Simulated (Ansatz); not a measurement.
trans-V(PH3)2F4 (VP2H6F4), relaxed as a doublet with UKS r2SCAN-D4/def2-SVP in Ansatz, starting from the GFN2-xTB geometry. Force threshold 0.02 eV/Å.

Another isomer (doublet) lies 0.35 eV lower at PBE0-D4/def2-TZVP; other spin states weren't run for this one.

Start:

```xyz
13

F    -0.3755    0.9848   -1.4918
F     0.3936   -0.9719    1.4807
F    -1.5090   -0.6046   -0.0124
F     1.5265    0.6187    0.0009
P    -0.7673    1.9117    1.4449
P     0.7673   -1.9116   -1.4445
V     0.0094    0.0073   -0.0060
H    -2.1186    2.2135    1.4963
H    -0.3107    3.1984    1.2138
H    -0.5408    1.8879    2.8115
H     0.4392   -1.9576   -2.7897
H     0.3662   -3.1969   -1.1201
H     2.1196   -2.1797   -1.5836
```

| step | energy (eV) | largest force component (eV/Å) | SCF passes |
| --- | --- | --- | --- |
| 1 | -55210.8741 | 4.661 | 24 |
| 2 | -55211.3468 | 1.833 | 36 |
| 3 (rejected) | -55211.2602 | 2.452 | 57 |
| 4 | -55211.4857 | 0.310 | 49 |
| 5 (rejected) | -55211.4578 | 0.400 | 32 |
| 6 | -55211.5026 | 0.066 | 33 |
| 7 | -55211.5033 | 0.021 | 28 |
| 8 | -55211.5037 | 0.012 | 28 |

Force components are those of the run's own axes.

End:

```xyz
13

F    -0.454    1.027   -1.387
F     0.462   -1.013    1.384
F    -1.628   -0.697   -0.068
F     1.640    0.702    0.059
P    -0.779    1.921    1.470
P     0.778   -1.922   -1.470
V     0.005    0.005   -0.003
H    -2.161    2.236    1.472
H    -0.248    3.192    1.145
H    -0.540    1.915    2.867
H     0.446   -1.974   -2.847
H     0.312   -3.198   -1.067
H     2.166   -2.195   -1.555
```

By distances, no bond broke or formed. The bond that changes most is F4–V7, from 1.64 to 1.78 Å (atoms count from 1).

No frequencies were taken in this run, so the end may be a saddle point.

Hardware: 4 threads of Arm Neoverse V1 on a shared host. Wall time 73 s.
